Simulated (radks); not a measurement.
The numbers below are computed, except where a source is named.
Q: The mean radii <r> (bohr) of the occupied orbitals of an atom or ion are listed with their occupations. Code: a radial shooting solver on a logarithmic mesh with Libxc functionals. Model: non-relativistic Kohn-Sham, PBE, spin-polarised, spherical densities, point nucleus.

orbital  occ.      <r>
1s up       1  0.09130
1s down     1  0.09115
2s up       1   0.4201
2s down     1   0.4233
2p up       3   0.3732
2p down     1   0.3771

Name the element and its charge. Open shells, if any, are filled with parallel spins first.

A: Z = 17, chlorine, charge +9: Cl9+ in [He] 2s2 2p4. The 1s radius gives Z: for a bare nucleus <r> = 1.5/Z, 0.08824 bohr for Z = 17, and screening makes it slightly larger (0.09130 here). The occupations add up to 8, and the charge is Z minus that.
